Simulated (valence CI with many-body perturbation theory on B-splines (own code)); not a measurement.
## Assign the levels of Ga¹⁵⁺

Calculated by valence CI with perturbative core correlation (CI+MBPT): six valence electrons over a frozen Dirac-Fock core [Ne], radial functions for each j: 9 s, 9 p, 8 d, 6 f, 3 g, 1 h, with the one-electron correlation potential Σ1, the two-electron term Σ2, the three-electron term Σ3, Breit, model QED; selected CI, second order for the rest, scaled by the run's own slope (own B-spline code, finite nucleus).

No measured levels were compared; by estimate levels of excited configurations hold to 0.05 to 0.15 % of their energy, terms of the ground configuration to about 0.5 %. Among the levels kept, up to 1400 cm⁻¹ of a level comes from second order outside the variational space, and about a tenth of that is noise between levels of different J, which matters for small intervals.

| No. | J | Parity | E (eV) | g |
| --- | --- | --- | --- | --- |
| 1 | 2 | even | 0.000 | 1.449 |
| 3 | 1 | even | 4.315 | 1.500 |
| 4 | 2 | even | 8.165 | 1.049 |
| 6 | 2 | odd | 50.261 | 1.499 |
| 7 | 1 | odd | 53.035 | 1.477 |
| 11 | 2 | odd | 67.052 | 1.445 |
| 12 | 3 | odd | 67.092 | 1.459 |
| 13 | 1 | odd | 67.102 | 1.486 |
| 14 | 4 | odd | 67.600 | 1.478 |
| 17 | 1 | odd | 72.591 | 0.524 |
| 21 | 4 | odd | 75.192 | 1.226 |
| 22 | 3 | odd | 76.924 | 0.818 |

Energies count from the lowest level. Strongly mixed levels and levels close to another of their J and parity, and those with J = 0 are left out, so the numbers can have gaps.

(1) Give configuration and LS term of each level.

Answers

(1) 1: 3s2.3p4 3P; 3: 3s2.3p4 3P; 4: 3s2.3p4 1D; 6: 3s.3p5 3P°; 7: 3s.3p5 3P°; 11: 3s2.3p3.3d 5D°; 12: 3s2.3p3.3d 5D°; 13: 3s2.3p3.3d 5D°; 14: 3s2.3p3.3d 5D°; 17: 3s2.3p3.3d 3D°; 21: 3s2.3p3.3d 3F°; 22: 3s2.3p3.3d 3G°.
